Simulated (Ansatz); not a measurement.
Relative stability

The two ends of one reaction step of AlSiH6ClO2F, doublet (PBE0-D4/def2-TZVP).

A:

```xyz
12
angstrom
Al -1.1795 0.1459 1.1515
O -0.0118 -0.5735 -0.1847
Si -0.2729 -0.6954 -1.8589
Cl -2.2786 1.5518 -0.0368
H 1.4223 0.4255 1.5886
O 0.1780 0.8402 2.0717
H 0.9408 -0.4889 0.1288
F 2.1152 -0.0162 0.9980
H -1.6579 -1.1795 -2.0119
H 0.7137 -1.6864 -2.3454
H -0.0597 0.6176 -2.5003
H 0.0901 1.0590 2.9992
```

B:

```xyz
12
angstrom
Al -1.1845 0.1032 0.9936
O -0.0520 -0.4476 -0.2609
Si -0.2666 -0.7362 -1.8795
Cl -2.3882 1.7079 0.2795
H 1.1160 0.5916 1.7778
O 0.2134 0.9203 2.0550
H 1.3007 -0.3929 0.2576
F 2.0928 -0.1908 0.8257
H -1.6529 -1.2124 -2.1130
H 0.7041 -1.7817 -2.2882
H -0.0226 0.5005 -2.6613
H 0.1395 0.9383 3.0135
```

Program: Ansatz 0.2.0. Basis: def2-TZVPP. Cores are frozen in the correlated methods; orbitals are unrestricted. B3LYP uses VWN-RPA correlation.

(1) Which structure is lower at CCSD(T), and by how much? (To be estimated.)

No T1 diagnostic of these runs exceeds 0.012. ⟨S²⟩ of the unrestricted Hartree–Fock references: 0.75 (a pure state has 0.75).

## Answers

(1) Computed: B, by 1.87 kcal/mol (electronic energy, against the other). By their contacts, A is a complex of AlSiH₅ClO₂ ([OH][Al]([Cl])[OH][SiH3]) + HF and B is a complex of AlSiH₅ClO₂ ([OH2][Al]([Cl])[O][SiH3]) + HF.

All methods give the same order:

| method | E(B) − E(A) (kcal/mol) |
| --- | --- |
| SPW92 | -0.11 |
| PBE-D4 | -1.02 |
| BLYP-D4 | -0.88 |
| r2SCAN-D4 | -1.53 |
| B97M-V | -2.26 |
| PBE0-D4 | -1.38 |
| B3LYP-D4 | -1.16 |
| r2SCAN0-D4 | -1.64 |
| BHLYP-D4 | -1.46 |
| CAM-B3LYP-D4 | -1.11 |
| wB97X-V | -1.37 |
| wB97M-V | -1.34 |
| B2PLYP | -1.70 |
| PBE-QIDH | -1.81 |
| RPA on PBE | -1.83 |
| HF | -2.94 |
| MP2 | -1.79 |
| CCSD | -1.95 |
| CCSD(T) | -1.87 |

Labels in which every atom is bracketed show which atoms are joined, not bond orders.

For scale, one of the runs: CCSD(T)/def2-TZVPP, 303 basis functions, launched by `ansatz run in.yaml --threads 4 --pin off --events-out ev --progress --plain --max-ram 66560MiB --backend cuda --devices 0, --max-vram 37GiB`. Hardware: 4 CPU threads of an AMD EPYC 7R13 and a share of one NVIDIA H100, shared host. Wall time 22 s; peak host memory 0.84 GiB.
